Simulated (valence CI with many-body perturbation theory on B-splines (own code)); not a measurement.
## Gd56+: calculated level list

Method: valence CI with perturbative core correlation (CI+MBPT): six valence electrons over a frozen Dirac-Fock core [He], a basis of 9 s, 9 p, 8 d, 6 f, 3 g, 1 h functions for each j, with the one-electron correlation potential Σ1, the two-electron term Σ2, the three-electron term Σ3, Breit, model QED; selected CI, second order for the rest, scaled by the run's own slope (own B-spline code, finite nucleus).

No measured spectrum was set against this ion. As an estimate, large intervals hold to a few tenths of a per cent, small ones and those within an open d or f shell to about a per cent. Among the levels kept, up to 2100 cm⁻¹ of a level comes from second order outside the variational space, and about a tenth of that is noise between levels of different J, which matters for small intervals.

Levels 1 to 45 of 61, with energies above the lowest level, (2s^2 2p1/2^2 2p3/2^2) J=2. "Leading %" is the weight of the configuration and term that name the level; weights of strongly mixed levels are sums over their largest components and can fall short, and the name can then belong to a minority configuration. In the jj column 3d3/2^4 stands for four electrons in 3d with j = 3/2. Lifetimes count E1, E2, E3, M1 and M2 decay at the calculated energies, and are blank where another channel may lead or the interval is too uncertain; long ones can be off by a factor of two.

| No. | Configuration | Term | J | E (eV) | Leading % | g | Lifetime | Leading jj |
| --- | --- | --- | --- | --- | --- | --- | --- | --- |
| 1 | 2s²2p⁴ | ³P | 2 | 0.0 | 69 | 1.319 |  | 2s^2 2p1/2^2 2p3/2^2 (100 %) |
| 2 | 2s²2p⁴ | ¹S | 0 | 49.0 | 64 |  | 18.7 ms | 2s^2 2p1/2^2 2p3/2^2 (100 %) |
| 3 | 2s²2p⁴ | ³P | 1 | 719.8 | 100 | 1.478 | 253 ps | 2s^2 2p1/2 2p3/2^3 (100 %) |
| 4 | 2s²2p⁴ | ¹D | 2 | 737.9 | 69 | 1.128 | 558 ps | 2s^2 2p1/2 2p3/2^3 (100 %) |
| 5 | 2s2p⁵ | ³P° | 2 | 1048.3 | 100 | 1.473 | 354 fs | 2s 2p1/2^2 2p3/2^3 (100 %) |
| 6 | 2s2p⁵ | ¹P° | 1 | 1116.5 | 60 | 1.176 | 141 fs | 2s 2p1/2^2 2p3/2^3 (100 %) |
| 7 | 2s²2p⁴ | ³P | 0 | 1476.2 | 64 |  | 84.6 ps | 2s^2 2p3/2^4 (99 %) |
| 8 | 2s2p⁵ | ³P° | 0 | 1777.7 | 100 |  | 182 fs | 2s 2p1/2 2p3/2^4 (100 %) |
| 9 | 2s2p⁵ | ³P° | 1 | 1812.6 | 60 | 1.266 | 159 fs | 2s 2p1/2 2p3/2^4 (100 %) |
| 10 | 2p⁶ | ¹S | 0 | 2199.1 | 99 |  | 88.0 fs | 2p1/2^2 2p3/2^4 (99 %) |
| 11 | 2s²2p³3s | ³P° | 2 | 6398.6 | 48 | 1.499 | 18.1 fs | 2s^2 2p1/2^2 2p3/2 3s (100 %) |
| 12 | 2s²2p³3s | ¹P° | 1 | 6406.3 | 32 | 1.160 | 7.64 fs | 2s^2 2p1/2^2 2p3/2 3s (100 %) |
| 13 | 2s²2p³3p | ³P | 1 | 6496.1 | 32 | 1.485 | 1.57 ps | 2s^2 2p1/2^2 2p3/2 3p1/2 (100 %) |
| 14 | 2s²2p³3p | ³D | 2 | 6497.8 | 25 | 1.170 | 1.01 ps | 2s^2 2p1/2^2 2p3/2 3p1/2 (100 %) |
| 15 | 2s²2p³3p | ³D | 3 | 6701.6 | 50 | 1.329 | 1.15 ps | 2s^2 2p1/2^2 2p3/2 3p3/2 (100 %) |
| 16 | 2s²2p³3p | ³P | 1 | 6701.8 | 35 | 1.349 | 1.09 ps | 2s^2 2p1/2^2 2p3/2 3p3/2 (100 %) |
| 17 | 2s²2p³3p | ³P | 2 | 6725.5 | 44 | 1.317 | 1.24 ps | 2s^2 2p1/2^2 2p3/2 3p3/2 (99 %) |
| 18 | 2s²2p³3p | ³P | 0 | 6747.0 | 71 |  | 458 fs | 2s^2 2p1/2^2 2p3/2 3p3/2 (100 %) |
| 19 | 2s²2p³3d | ³D° | 2 | 6803.2 | 33 | 1.031 | 16.8 fs | 2s^2 2p1/2^2 2p3/2 3d3/2 (99 %) |
| 20 | 2s²2p³3d | ³F° | 3 | 6810.1 | 27 | 1.089 | 161 fs | 2s^2 2p1/2^2 2p3/2 3d3/2 (97 %) |
| 21 | 2s²2p³3d | ³D° | 1 | 6813.1 | 34 | 1.095 | 4.74 fs | 2s^2 2p1/2^2 2p3/2 3d3/2 (99 %) |
| 22 | 2s²2p³3d | ³P° | 0 | 6815.3 | 63 |  | 2.39 ps | 2s^2 2p1/2^2 2p3/2 3d3/2 (100 %) |
| 23 | 2s²2p³3d | ³F° | 4 | 6858.2 | 50 | 1.245 | 14.3 ps | 2s^2 2p1/2^2 2p3/2 3d5/2 (100 %) |
| 24 | 2s²2p³3d | ³D° | 2 | 6868.0 | 34 | 1.234 | 1.81 fs | 2s^2 2p1/2^2 2p3/2 3d5/2 (99 %) |
| 25 | 2s²2p³3d | ³D° | 3 | 6882.0 | 47 | 1.199 | 817 as | 2s^2 2p1/2^2 2p3/2 3d5/2 (97 %) |
| 26 | 2s²2p³3d | ³D° | 1 | 6891.7 | 34 | 1.056 | 1.23 fs | 2s^2 2p1/2^2 2p3/2 3d5/2 (99 %) |
| 27 | 2s²2p³3s | ⁵S° | 2 | 7102.3 | 54 | 1.582 | 30.6 fs | 2s^2 2p1/2 2p3/2^2 3s (100 %) |
| 28 | 2s²2p³3s | ³S° | 1 | 7112.4 | 55 | 1.304 | 6.97 fs | 2s^2 2p1/2 2p3/2^2 3s (100 %) |
| 29 | 2s²2p³3s | ³D° | 3 | 7125.9 | 100 | 1.308 | 26.0 fs | 2s^2 2p1/2 2p3/2^2 3s (100 %) |
| 30 | 2s²2p³3s | ¹D° | 2 | 7132.8 | 66 | 1.030 | 7.78 fs | 2s^2 2p1/2 2p3/2^2 3s (100 %) |
| 31 | 2s²2p³3s | ³P° | 0 | 7167.4 | 100 |  | 17.0 fs | 2s^2 2p1/2 2p3/2^2 3s (100 %) |
| 32 | 2s²2p³3s | ³P° | 1 | 7170.5 | 66 | 1.309 | 12.4 fs | 2s^2 2p1/2 2p3/2^2 3s (100 %) |
| 33 | 2s²2p³3p | ⁵P | 1 | 7197.8 | 46 | 1.642 | 3.02 ps | 2s^2 2p1/2 2p3/2^2 3p1/2 (100 %) |
| 34 | 2s²2p³3p | ³F | 2 | 7205.6 | 34 | 1.204 | 1.76 ps | 2s^2 2p1/2 2p3/2^2 3p1/2 (100 %) |
| 35 | 2s²2p³3p | ³F | 3 | 7222.2 | 44 | 1.090 | 1.26 ps | 2s^2 2p1/2 2p3/2^2 3p1/2 (100 %) |
| 36 | 2s²2p³3p | ³P | 2 | 7252.7 | 52 | 1.308 | 654 fs | 2s^2 2p1/2 2p3/2^2 3p1/2 (99 %) |
| 37 | 2s²2p³3p | ³D | 1 | 7262.0 | 73 | 0.643 | 1.33 ps | 2s^2 2p1/2 2p3/2^2 3p1/2 (99 %) |
| 38 | 2s²2p³3p | ³P | 0 | 7300.2 | 64 |  | 694 fs | 2s^2 2p1/2 2p3/2^2 3p1/2 (99 %) |
| 39 | 2s2p⁴3s | ⁵P | 3 | 7374.4 | 57 | 1.511 | 66.8 fs | 2s 2p1/2^2 2p3/2^2 3s (79 %) |
| 40 | 2s2p⁴3s | ³P | 2 | 7395.9 | 27 | 1.407 | 18.2 fs | 2s^2 2p1/2 2p3/2^2 3p3/2 (51 %) |
| 41 | 2s²2p³3p | ³P | 0 | 7406.7 | 100 |  | 964 fs | 2s^2 2p1/2 2p3/2^2 3p3/2 (99 %) |
| 42 | 2s²2p³3p | ⁵P | 3 | 7411.2 | 45 | 1.374 | 295 fs | 2s^2 2p1/2 2p3/2^2 3p3/2 (86 %) |
| 43 | 2s2p⁴3s | ³P | 2 | 7416.3 | 31 | 1.391 | 17.3 fs | 2s^2 2p1/2 2p3/2^2 3p3/2 (50 %) |
| 44 | 2s²2p³3p | ¹P | 1 | 7420.2 | 50 | 0.972 | 367 fs | 2s^2 2p1/2 2p3/2^2 3p3/2 (97 %) |
| 45 | 2s²2p³3p | ³F | 4 | 7427.9 | 100 | 1.229 | 903 fs | 2s^2 2p1/2 2p3/2^2 3p3/2 (100 %) |

The ionisation energy to 2s²2p³ ²P°3/2 of the next ion comes out as 11861 eV (NIST: 11861 ± 5 eV (theoretical)). All 61 levels together are meant to be complete up to 7542.8 eV.
